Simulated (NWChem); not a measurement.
System: AlH₂SeOCl; SMILES [SeH][Al]([OH])[Cl]

```xyz
6

Al     0.5200     0.5398    -0.0003
Cl    -0.7318     2.2242    -0.0050
O      2.2058     0.6865     0.0000
H      2.7085     1.5027    -0.0010
Se    -0.4024    -1.5595     0.0044
H      0.9436    -2.1562     0.0066
```
Atoms are numbered in this order, from 1.

Level: PBE0/def2-SVP (NWChem), optimised geometry, unscaled harmonic frequencies. This build's default masses of Se (78.918 u) and Br (79.917 u) are each other's, which moves their modes by up to 0.6 %.

```json
[
 {"frequency (cm⁻¹)": "110", "IR intensity (km/mol)": "3.0"},
 {"frequency (cm⁻¹)": "178", "IR intensity (km/mol)": "15.0"},
 {"frequency (cm⁻¹)": "210", "IR intensity (km/mol)": "4.7"},
 {"frequency (cm⁻¹)": "233", "IR intensity (km/mol)": "32.0"},
 {"frequency (cm⁻¹)": "321", "IR intensity (km/mol)": "140.4"},
 {"frequency (cm⁻¹)": "350", "IR intensity (km/mol)": "18.8"},
 {"frequency (cm⁻¹)": "526", "IR intensity (km/mol)": "78.3"},
 {"frequency (cm⁻¹)": "574", "IR intensity (km/mol)": "86.7"},
 {"frequency (cm⁻¹)": "616", "IR intensity (km/mol)": "202.8"},
 {"frequency (cm⁻¹)": "907", "IR intensity (km/mol)": "102.2"},
 {"frequency (cm⁻¹)": "2455", "IR intensity (km/mol)": "2.7"},
 {"frequency (cm⁻¹)": "3984", "IR intensity (km/mol)": "137.2"}
]
```

```
Property                                                                           Result
-----------------------------------------------------------------------  ----------------
zero-point energy                                                           15.0 kcal/mol
thermal correction to the enthalpy at 298.15 K (with zero-point energy)     19.6 kcal/mol
heat capacity Cv                                                         20.4 cal/(mol K)
entropy at 298.15 K and 1 atm (symmetry number 1)                        83.2 cal/(mol K)
dipole moment                                                                      1.72 D
```

Rigid rotor and harmonic oscillator.
